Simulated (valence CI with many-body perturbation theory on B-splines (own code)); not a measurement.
The numbers below are computed, except where a source is named.
**From CI to CI+MBPT in Rh XXXIII**

Level of theory: configuration interaction combined with many-body perturbation theory (CI+MBPT): three valence electrons over a frozen Dirac-Fock core [Ne], radial functions for each j: 11 s, 11 p, 9 d, 7 f, 5 g, 2 h, 1 i, with the one-electron correlation potential Σ1 (screened to all orders), the two-electron term Σ2, the three-electron term Σ3, Breit, model QED; selected single and double excitations, second order for the rest (own B-spline code, finite nucleus).

No measured spectrum was set against this ion. As an estimate, large intervals hold to a few tenths of a per cent, small ones and those within an open d or f shell to about a per cent.

Each rung adds one term. CI alone is the Dirac-Coulomb CI over the frozen core; QED comes last and gives the full result, which names the levels. Energies are above (3s^2 3p1/2) J=1/2 on the same rung, in cm⁻¹.

Levels are named by their leading jj configuration (3d3/2^4 stands for four electrons in 3d with j = 3/2), which in mixed levels can hold well under half, so a name can repeat and another be missing. Letters in brackets count levels of one name in rising energy.

| Level | CI alone | + Σ1 | + Σ2 | + Σ3 | + Breit | Full |
| --- | --- | --- | --- | --- | --- | --- |
| (3s^2 3p3/2) J=3/2 | 286520 | 286948 | 287183 | 287190 | 282433 | 282954 |
| (3s 3p1/2^2) J=1/2 | 608825 | 607303 | 608088 | 608213 | 612782 | 607039 |
| (3s 3p1/2 3p3/2) J=3/2 [a] | 802387 | 801238 | 802944 | 803127 | 803567 | 798328 |
| (3s 3p1/2 3p3/2) J=5/2 | 868827 | 867722 | 868877 | 869031 | 868027 | 862925 |
| (3s 3p1/2 3p3/2) J=3/2 [b] | 969939 | 968852 | 968815 | 968935 | 967865 | 963235 |
| (3s 3p1/2 3p3/2) J=1/2 | 1044320 | 1043150 | 1039530 | 1039510 | 1040460 | 1035040 |
| (3s 3p3/2^2) J=5/2 | 1124590 | 1123900 | 1125250 | 1125420 | 1119900 | 1115950 |
| (3s^2 3d3/2) J=3/2 | 1271000 | 1270040 | 1266080 | 1265900 | 1260250 | 1258580 |
| (3s 3p3/2^2) J=1/2 | 1331300 | 1330580 | 1328580 | 1328520 | 1324850 | 1320050 |
| (3s^2 3d5/2) J=5/2 | 1365320 | 1364690 | 1360600 | 1360280 | 1351430 | 1350530 |
| (3s 3p3/2^2) J=3/2 | 1378280 | 1377510 | 1373120 | 1372990 | 1368040 | 1364030 |
| (3p1/2^2 3p3/2) J=3/2 | 1619000 | 1616380 | 1615030 | 1615300 | 1619030 | 1608910 |
| (3s 3p1/2 3d3/2) J=3/2 [a] | 1722770 | 1720240 | 1720420 | 1720450 | 1718640 | 1712500 |
| (3s 3p1/2 3d3/2) J=5/2 | 1752210 | 1749760 | 1750200 | 1750360 | 1747470 | 1741060 |
| (3s 3p1/2 3d5/2) J=5/2 [a] | 1817060 | 1814890 | 1815140 | 1815290 | 1811270 | 1804280 |
| (3p1/2 3p3/2^2) J=3/2 | 1829300 | 1827040 | 1825680 | 1825920 | 1825110 | 1815800 |
| (3s 3p1/2 3d5/2) J=7/2 | 1864430 | 1862320 | 1861950 | 1861940 | 1855500 | 1849900 |
| (3s 3p1/2 3d3/2) J=3/2 [b] | 1871970 | 1869580 | 1866970 | 1866830 | 1863680 | 1857870 |
| (3s 3p1/2 3d3/2) J=1/2 | 1872710 | 1870230 | 1867290 | 1867190 | 1864880 | 1859080 |

Task: How does the ionisation energy move along the ladder, and which term matters most?

Result: CI alone 1922.5, + Σ1 1923.4, + Σ2 1923.3, + Σ3 1923.2, + Breit 1921.6, + QED 1921.7 eV. The largest step is Breit, -1.6 eV. NIST lists 1903 ± 9 eV (semi-empirical).
